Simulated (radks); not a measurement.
Values are calculated unless marked as measured or tabulated.
Species: the praseodymium ion Pr+. Configuration: [Xe] 4f2.5 6s1.5 (fractional occupations, a model configuration). Level of theory: Dirac Kohn-Sham, LDA (Slater exchange, Perdew-Wang correlation), spin-unpolarised, spherical densities, point nucleus; open shells are shared between the two j in proportion to 2j + 1 (a radial shooting solver on a logarithmic mesh with Libxc functionals).

Normalised radial functions P(r) = r R(r) (large component), r in bohr:

```
   r/bohr * 4d5/2, o 4f5/2, + 4f7/2 (the largest magnitude, 1.28, reaches the edge; | marks zero, & curves that meet)
 0.002119                             &
 0.002872                             &
 0.003893                             &
 0.005276                             &
  0.00715                             &
 0.009691                             &
  0.01313                             &
   0.0178                             &
  0.02412                             &*
  0.03269                             &*
  0.04431                             &  *
  0.06005                             &    *
  0.08138                             |&       *
   0.1112                             |&           *
   0.1507                             |  &           *
   0.2042                             |    +o      *
   0.2768                             |   *     &
   0.3751                  *          |             +o
   0.5084     *                       |                 +o
    0.689  *                          |                   &
   0.9337         *                   |                  &
    1.265                   *         |              &
    1.715                          *  |         &
    2.324                            *|     &
     3.15                             *  &
    4.269                             *&
    5.786                             &
    7.841                             &
    10.63                             &
```

4d5/2: eigenvalue -118.80 eV, 1 radial node at r = 0.302 bohr, <r> = 0.730 bohr, 90 % of the charge inside 1.10 bohr. 4f5/2: eigenvalue -10.960 eV, 0 radial nodes, <r> = 1.08 bohr, 90 % of the charge inside 1.89 bohr. 4f7/2: eigenvalue -10.588 eV, 0 radial nodes, <r> = 1.10 bohr, 90 % of the charge inside 1.91 bohr.
